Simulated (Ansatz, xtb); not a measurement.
**Two structures of C3H8BN**

We compare X, a singlet given by its coordinates, with Y, `B[C@@H]1C[C@@H]1N`, a singlet. Both are isolated molecules in the gas phase, relaxed with PBE-D3(BJ)/def2-SVP; the shapes shown needn't be the lowest conformers.

X (Å):

```yaml
atoms:
  - { symbol: C, position_ang: [0.5186, -0.1533, -0.6853] }
  - { symbol: C, position_ang: [-1.3235, -0.6846, -0.1319] }
  - { symbol: C, position_ang: [0.0406, -1.4421, -0.1106] }
  - { symbol: B, position_ang: [-0.7818, 0.2841, -1.4625] }
  - { symbol: N, position_ang: [1.4055, 0.6044, -0.0547] }
  - { symbol: H, position_ang: [-1.0182, -0.3747, -2.4724] }
  - { symbol: H, position_ang: [-1.0011, 1.4910, -1.5445] }
  - { symbol: H, position_ang: [1.9572, 0.2714, 0.7422] }
  - { symbol: H, position_ang: [1.5068, 1.5874, -0.3202] }
  - { symbol: H, position_ang: [-2.1992, -1.3092, -0.3894] }
  - { symbol: H, position_ang: [-1.4864, -0.1252, 0.8081] }
  - { symbol: H, position_ang: [0.0388, -2.2588, -0.8555] }
  - { symbol: H, position_ang: [0.4786, -1.7907, 0.8495] }
```

Close contacts (Å): C1–C3 1.49, C1–B4 1.58, C1–N5 1.33, C2–C3 1.56, C2–B4 1.73, C2–H10 1.11, C2–H11 1.11, C3–H12 1.11, C3–H13 1.11, B4–H6 1.23, B4–H7 1.23, N5–H8 1.02, N5–H9 1.02.

Y (Å):

```xyz
13

C    -0.8769   -0.3284   -1.0190
C    -0.8627    0.0541    0.4974
C    -0.0684   -1.1107    0.0219
B    -0.3177    0.8063   -1.8839
N     1.3596   -0.9807    0.0321
H     0.7759    1.2845   -1.6538
H    -0.9996    1.2795   -2.7780
H    -1.8129   -0.8273   -1.3203
H    -0.2917    0.9527    0.7785
H    -1.8033   -0.1021    1.0473
H    -0.5208   -2.1031    0.2375
H     1.7314   -1.2169    0.9602
H     1.7868   -1.6335   -0.6365
```

Energies in hartree; the thermal terms are from PBE-D3(BJ)/def2-SVP harmonic frequencies (ideal gas, rigid rotor, one conformer each, 298.15 K, 1 atm) and include the zero-point energy:

|  | X | Y |
| --- | --- | --- |
| E, CCSD(T)/def2-SVP | −197.945754 | −197.942548 |
| E, MP2/def2-SVP | −197.865674 | −197.864397 |
| E, MP2/def2-TZVPP | −198.232702 | −198.232098 |
| zero-point energy | 0.106373 | 0.105994 |
| H(298 K) − E | 0.112900 | 0.113175 |
| G(298 K) − E | 0.078375 | 0.077175 |

Q: Correct the CCSD(T) difference for the basis set by the MP2 change, then work out ΔE, ΔE₀, ΔH and ΔG for X → Y in kcal/mol (1 Eh = 627.51 kcal/mol) and the equilibrium ratio [Y]/[X].

A: 1. Differences Y − X: CCSD(T) +0.003206, MP2 in the small set +0.001277, MP2 in the large set +0.000604 Eh.
2. ΔE = +0.003206 + (+0.000604 − (+0.001277)) = +0.002533 Eh = +1.59 kcal/mol.
3. ΔE₀ = ΔE + ΔZPE = +0.002533 + (−0.000379) Eh = +1.35 kcal/mol.
4. ΔH = ΔE + (+0.000275) Eh = +1.76 kcal/mol.
5. ΔG = ΔE + (−0.001200) Eh = +0.84 kcal/mol, so ΔS = (ΔH − ΔG)/T = +13.0 J/(mol K).
6. kT = 0.9442 mEh, so K = [Y]/[X] = exp(−ΔG/kT) = exp(−1.41) ≈ 0.24.

The two are too close for this level to say which is favoured. An error of 1 kcal/mol in ΔG would change K by a factor of 5.4. HF/def2-SVP gave ΔE the other sign. Mirror images and further conformers aren't counted.

Other levels gave ΔE = +8.6 (PBE-D3(BJ)/def2-SVP); −5.3 (HF/def2-SVP); +0.8 (MP2/def2-SVP); +2.0 (CCSD(T)/def2-SVP) kcal/mol. The correlated steps freeze 5 core orbitals. Programs: Ansatz 0.2.0.
